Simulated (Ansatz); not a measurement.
Program: Ansatz. Geometries: PBE0-D4/def2-TZVP. ΔE: electronic, gas phase. CCSD(T)/CBS is the MP2 limit (def2-TZVPP, def2-QZVPP) plus CCSD(T) − MP2 in def2-TZVPP, frozen cores. Functionals use def2-TZVPP. B3LYP here is the variant with VWN-RPA as its local correlation; programs differ in this. One conformer a species, not always the lowest.

Consider the redistribution: `BCC[SiH2]C` + `CBC=O` → `C[SiH2]C=O` + `BCCBC`.

`BCC[SiH2]C`:

```xyz
16

B     2.111    0.458   -1.767
C     1.181    0.294   -0.535
C     0.073   -0.760   -0.591
Si   -0.954   -0.884    0.977
C    -1.831    0.726    1.360
H     1.973   -0.198   -2.761
H     2.995    1.268   -1.733
H     1.837    0.134    0.337
H     0.769    1.296   -0.329
H    -0.598   -0.554   -1.433
H     0.505   -1.746   -0.798
H    -0.054   -1.237    2.115
H    -1.959   -1.978    0.838
H    -2.502    1.007    0.545
H    -2.428    0.636    2.270
H    -1.117    1.540    1.509
```

`CBC=O`:

```xyz
9

C     0.803    0.173    0.908
B     0.082    0.386   -0.447
C    -1.130   -0.514   -0.890
O    -0.856   -1.552   -1.456
H     0.363    0.921    1.589
H     0.637   -0.804    1.364
H     1.871    0.398    0.875
H     0.433    1.235   -1.218
H    -2.202   -0.244   -0.726
```

`C[SiH2]C=O`:

Z-matrix (Å, degrees):
```
C
Si 1 1.860
H 1 1.092 2 110.3
H 1 1.092 2 110.3 3 -119.0
H 1 1.092 2 111.2 3 120.5
C 2 1.926 1 109.6 3 59.4
H 2 1.490 1 112.8 3 -59.6
H 2 1.490 1 112.8 3 178.3
O 6 1.206 2 122.1 1 -0.2
H 6 1.118 2 118.9 1 179.8
```

`BCCBC`:

Cartesian coordinates in Å:
```
B 0.416 2.417 0.397
C 0.723 0.904 0.315
C -0.688 0.390 -0.079
B -0.862 -1.149 -0.316
C 0.276 -2.201 -0.220
H 0.477 3.106 -0.583
H -0.017 2.897 1.407
H 1.022 0.440 1.257
H 1.438 0.617 -0.459
H -1.441 0.668 0.676
H -1.057 0.883 -0.992
H -1.964 -1.513 -0.636
H 1.184 -1.866 0.285
H -0.059 -3.150 0.208
H 0.553 -2.442 -1.258
```

| level | ΔE (kJ/mol) | difference from CCSD(T)/CBS |
| --- | --- | --- |
| PBE-D4 | 2.8 | -0.9 |
| r2SCAN-D4 | 3.0 | -0.7 |
| PBE0-D4 | 4.2 | 0.5 |
| B3LYP-D4 | 5.5 | 1.8 |
| ωB97X-V | 5.6 | 1.9 |
| ωB97M-V | 3.8 | 0.1 |
| B2PLYP | 5.0 | 1.3 |
| PBE | 2.5 | -1.2 |
| r2SCAN | 2.8 | -0.9 |
| PBE0 | 3.8 | 0.1 |
| B3LYP | 5.0 | 1.3 |
| HF/def2-TZVPP | 10.7 | 7.0 |
| MP2/def2-TZVPP | 4.1 | 0.4 |
| SCS-MP2/def2-TZVPP | 5.2 | 1.5 |
| CCSD/def2-TZVPP | 5.1 | 1.4 |
| CCSD(T)/def2-TZVPP | 3.9 | 0.2 |
| HF/def2-QZVPP | 10.3 | 6.6 |
| MP2/def2-QZVPP | 3.9 | 0.2 |
| SCS-MP2/def2-QZVPP | 5.1 | 1.4 |
| HF/CBS(def2) | 10.3 | 6.6 |
| MP2/CBS(def2) | 3.9 | 0.2 |
| CCSD/CBS(def2) | 4.9 | 1.2 |
| CCSD(T)/CBS | 3.7 | 0 |

Largest T1 diagnostic among the species: 0.016.

In def2-TZVPP, CCSD(T) changes the Hartree–Fock value by −6.8 kJ/mol (the triples alone add −1.2 kJ/mol) and MP2 by −6.5 kJ/mol.
